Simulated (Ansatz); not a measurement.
Molecule: sum formula AlOCl (charge 0, singlet). SMILES: [Al]([Cl])=[O]
Coordinates optimised at B3LYP-D3(BJ)/def2-TZVP (Ansatz, an electronic-structure program):
```
Al
O 1 1.5967
Cl 1 2.0671 2 180.00
```
Charge 0, spin multiplicity 1.

Quantity: vertical electron affinity (to the doublet state of charge -1; a negative value means that the extra electron is unbound and the number depends on the basis; each state is the SCF solution reached for its spin), in eV. Cores are frozen in the correlated levels unless marked. UHF or UKS for open shells. No spin-orbit coupling. Non-relativistic. Anions need diffuse functions: aug- sets have them; def2-D sets add few. 

```csv
level,program,vertical electron affinity (eV)
PBE/def2-TZVPD,Ansatz,1.08
r2SCAN/def2-TZVPD,Ansatz,1.05
PBE0/def2-TZVPD,Ansatz,1.05
CAM-B3LYP/def2-TZVPD,Ansatz,1.06
wB97M-V/def2-TZVPD,Ansatz,0.94
wB97X/def2-TZVPD,Ansatz,0.87
CCSD/aug-cc-pV(T+d)Z,Ansatz,0.86
CCSD(T)/aug-cc-pV(D+d)Z,Ansatz,0.87
CCSD(T)/aug-cc-pV(T+d)Z,Ansatz,0.93
```
